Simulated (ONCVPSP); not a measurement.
## Before and after: ONCV potential for Ag (Z = 47)

ONCVPSP 4.0.1 input, shortened (lines: element, Z, core and valence counts, functional; n l f; lmax; l rc ep ncon nbas qcut; lloc lpopt rc5 dvloc0; l nproj debl; icmod fcfact rcfact), Wu-Cohen, fully relativistic:

```
  Ag 47.00    7    3  -118130      upf
    1    0    2.00
    2    0    2.00
    2    1    6.00
    3    0    2.00
    3    1    6.00
    3    2   10.00
    4    0    2.00
    4    1    6.00
    4    2    9.00
    5    0    2.00
    2
    0    2.65    0.00    3    8    2.50
    1    1.45    0.00    4    7   10.30
    2    1.70    0.00    3    8   10.30
    4    5    1.20    0.00
    0    2    3.50
    1    1    3.30
    2    1    1.60
    0    0.00    0.00
```

Open shells are filled in proportion to 2j + 1.

Change: d: rc 2.44.

Cutoffs: the cutoffs (Ha) at which the residual kinetic energy of the hardest occupied pseudo-wave falls to 1 and 0.1 mHa per electron; they do not see the model core or the augmentation charge, which bear on the density cutoff. Errors are all-electron minus pseudo energies relative to the spin-unpolarised reference configuration.

How do hardness, ghosts and transferability respond?

The potential gets neither clearly harder nor softer (31 Ha and 38 Ha → 30 Ha and 38 Ha); the bound ghosts move from s to d, s; of the 4 tests that both files solve, the error grows in 3 and shrinks in 1 by more than 15 % and 0.3 meV (median size 40.4 → 51.3 meV).

| quantity | base | changed |
| --- | --- | --- |
| cutoff, loose | 31 Ha | 30 Ha |
| cutoff, tight | 38 Ha | 38 Ha |
| loose cutoff by channel | s 3.1 Ha, p 30 Ha, d 31 Ha | s 3.1 Ha, p 30 Ha, d 24 Ha |
| bound ghosts | s | s, d3/2 |
| GHOST(+) flags under 300 eV | none | none |
| error for 4p6 4d10 5s1, meV [ΔE -4.05 eV] | +26 | +39 |
| error for 4p6 4d10 5s0, meV [ΔE 3.68 eV] | +27 | +57 |
| error for 4p6 4d9 5s0, meV [ΔE 25.81 eV] | -54 | -45 |
| error for 4p6 4d10 5s0 5p1, meV [ΔE -0.08 eV] | +57 | +81 |
| s: phases at 2.70 bohr within 0.05 rad from the reference energy up to (Ha; the scan ends near 5) | 1.6 | 1.6 |
| p3/2: phases at 1.47 bohr within 0.05 rad from the reference energy up to (Ha; the scan ends near 5) | 1.2 | 1.2 |
| p1/2: phases at 1.47 bohr within 0.05 rad from the reference energy up to (Ha; the scan ends near 5) | 1.0 | 1.0 |

Base: These tests converged, but a pseudo level misses the all-electron one widely, so the file describes the atom poorly there or has found another state: 4p6 4d10 5s0 5p1: empty 5s by 5.5 eV. Changed file: These tests converged, but a pseudo level misses the all-electron one widely, so the file describes the atom poorly there or has found another state: 4p6 4d10 5s0 5p1: empty 5s by 5.5 eV. A true bound ghost makes a file unfit for plane-wave use even where its test errors are small: the radial tests pick states by their node count and pass the ghost by.
